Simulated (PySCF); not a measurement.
Precursor series Zn F-H. Isolated molecules, 0 K electronic values unless said otherwise.

The HOMO–LUMO gap from two functionals at the same geometries (BP86-D3(BJ)/def2-SVP), both in PySCF: PBE-D3(BJ)/def2-TZVP and B3LYP-D3(BJ)/def2-TZVP. B3LYP has the VWN-RPA correlation part, as in Gaussian. 

| species | PBE-D3(BJ)/def2-TZVP (eV) |
|---|---|
| 0 of 2 F replaced by H | 5.59 |
| 1 of 2 F replaced by H | 6.79 |
| 2 of 2 F replaced by H ([Zn(H)2]) | 5.46 |

Question: What does B3LYP-D3(BJ)/def2-TZVP give for each?

Answer: 
- 0 of 2 F replaced by H: 7.88
- 1 of 2 F replaced by H: 8.65
- 2 of 2 F replaced by H ([Zn(H)2]): 6.88
Over these rows, drawn at random from the members with no instability flagged (it was tested for open shells, ions and some series alone), PBE minus B3LYP-D3(BJ): mean -1.86 eV, from -2.29 eV to -1.43 eV.
